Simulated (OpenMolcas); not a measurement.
An atom or ion with 40 electrons was computed by XMS-CASPT2, IPEA 0.25 Eh, imaginary shift 0.1 Eh with spin-orbit coupling (OpenMolcas, ANO-RCC-VTZP, DKH2). The lowest levels that the run gave, each within 12 % of the measured value where one is at hand:

```json
{"J": "0", "Parity": "even", "E (eV)": "0.0000", "g": ""}
{"J": "1", "Parity": "even", "E (eV)": "0.1504", "g": "1.500"}
{"J": "2", "Parity": "even", "E (eV)": "0.372", "g": "1.497"}
{"J": "3", "Parity": "even", "E (eV)": "0.625", "g": "1.495"}
{"J": "4", "Parity": "even", "E (eV)": "0.895", "g": "1.491"}
{"J": "0", "Parity": "even", "E (eV)": "2.813", "g": ""}
{"J": "4", "Parity": "even", "E (eV)": "3.090", "g": "0.891"}
{"J": "5", "Parity": "even", "E (eV)": "3.442", "g": "1.057"}
{"J": "1", "Parity": "even", "E (eV)": "3.444", "g": "1.465"}
{"J": "3", "Parity": "even", "E (eV)": "3.548", "g": "0.912"}
{"J": "2", "Parity": "even", "E (eV)": "3.670", "g": "0.697"}
{"J": "6", "Parity": "even", "E (eV)": "3.684", "g": "1.154"}
```

Question: Which ion is it, and what are the configurations and terms?

Answer: Ag VIII (Z = 47, charge +7; active space 4 electrons in 10 orbitals (4d 5d)). J, parity and g give the terms where levels are pure, and mixed ones are named by the computed weights; the size of the splittings, set against known spectra of the 40-electron sequence, gives the charge. In order, with the measured energies in eV (Atoms 5, 11 (2017), spectra Ag VII to Ag IX): 4d⁴ ⁵D₀, 4d⁴ ⁵D₁ (0.1661), 4d⁴ ⁵D₂ (0.3982), 4d⁴ ⁵D₃ (0.6561), 4d⁴ ⁵D₄ (0.9228), 4d⁴ ³P₀(1) (2.6420), 4d⁴ ³H₄ [70 %] (2.8891), 4d⁴ ³H₅ (3.2546), 4d⁴ ³P₁(1) (3.2888), 4d⁴ ³G₃ [53 %], 4d⁴ ³F₂(1) (3.4779), 4d⁴ ³H₆ (3.4945).

CASPT2 does not keep the components of a term degenerate, so their means are used; among the terms shown or strongly mixed into the levels shown the widest spread is 310 cm-1 (4d⁴ ³H). Active for correlation alone: 5d; no level in the range computed is led by a configuration that fills it, so any true level of that kind is missing. Measured partners are found by configuration, term and J. A level has none where our copy of the source lacks it or the pairing is in doubt (some pairs that miss far off the trend of their configuration count as doubtful), and it then counts in no deviation. Only configurations of the active space appear.

A share in square brackets marks a mixed level and gives the weight of the term that names it. A number in round brackets counts repeated terms of one configuration in the order of the reference energies.
